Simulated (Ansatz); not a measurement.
Geometry optimisation, Ansatz, UKS PBE-D4/STO-3G.

The input (input.yaml):

```yaml
crystal:
  periodic: [false, false, false]
  atoms:
    - { symbol: O, position_ang: [-0.43287, 1.23006, -0.30848] }
    - { symbol: Si, position_ang: [-0.17435, -0.33624, -0.09448] }
    - { symbol: C, position_ang: [0.55149, -1.8702, 0.40228] }
    - { symbol: O, position_ang: [1.23332, -0.62534, 0.77446] }
    - { symbol: H, position_ang: [-1.17758, 1.60173, -0.77378] }
magnetization:
  spin_polarized: true
  initial_magnetization: 1
basis:
  gaussian: { orbitals: STO-3G }
hamiltonian:
  xc: pbe
  dispersion: d4
relax:
  f_tol: 0.02
  max_steps: 40
```

Run as:

```bash
$ ansatz run input.yaml --threads 1 --pin off --max-ram 2048MiB --backend cpu --events-out ev --progress --plain --runs-dir out
```

Where does it end, and by what steps?

The run converged. Limits of this set-up: minimal basis. After 20 steps the energy has fallen by 3.960 eV; O4 moved furthest, 1.09 Å. Parted: Si2–O4.

```tsv
step	energy less start (eV)	largest force component (eV/Å)	accepted
0	0.0000	4.163	yes
1	-0.5332	2.794	yes
2	-1.0000	1.845	yes
3	-1.1216	1.832	yes
4	-1.4319	3.260	yes
5	-2.0448	3.294	yes
6	-2.6395	1.722	yes
7	-2.8819	2.617	yes
8	-2.9719	2.380	yes
9	-2.9741	2.078	yes
10	-3.3302	1.516	yes
11	-3.5205	0.663	yes
12	-3.6938	1.156	yes
13	-3.7321	3.516	yes
14	-3.9113	0.735	yes
15	-3.7699	2.491	no
16	-3.9512	0.647	yes
17	-3.9542	0.274	yes
18	-3.9595	0.155	yes
19	-3.9601	0.090	yes
20	-3.9604	0.005	yes
```

```xyz
5
Properties=species:S:1:pos:R:3
O -0.578 1.277 -0.226
Si -0.602 -0.447 -0.507
C 0.861 -0.849 0.498
O 1.716 -1.579 1.009
H -1.397 1.598 -0.774
```

Run time: 35 s on 1 CPU thread of a shared host.
